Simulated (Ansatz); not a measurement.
Frontier orbitals of CH2BClOS, SMILES `OB(Cl)C=S`.

Cartesian coordinates in Å:
```
O -1.2160 -0.9122 0.4437
B 0.0751 -0.5729 0.4001
Cl 1.2639 -1.5520 1.2374
C 0.5436 0.7066 -0.4014
S -0.5338 1.6213 -1.1786
H -1.7332 -0.2673 -0.0693
H 1.6004 0.9764 -0.4318
```

The species carries charge 0 and has multiplicity 1. The geometry is a stationary point of PBE0-D4/def2-TZVP. It is one conformer, not always the lowest. Basis def2-TZVPP, Ansatz 0.2.0.

| functional | HOMO (eV) | LUMO (eV) | gap (eV) |
| --- | --- | --- | --- |
| PBE | -5.97 | -4.42 | 1.55 |
| PBE0 | -7.24 | -3.56 | 3.68 |
| r2SCANh | -6.68 | -4.05 | 2.63 |
| ωB97M-V | -9.42 | -1.37 | 8.05 |
| HF | -10.12 | 0.07 | 10.19 |

From PBE to PBE0 the HOMO moves by −1.26 eV and the LUMO by +0.86 eV, and with ωB97M-V by −3.45 and +3.05 eV, so the gap grows from 1.56 to 8.06 eV with exact exchange.
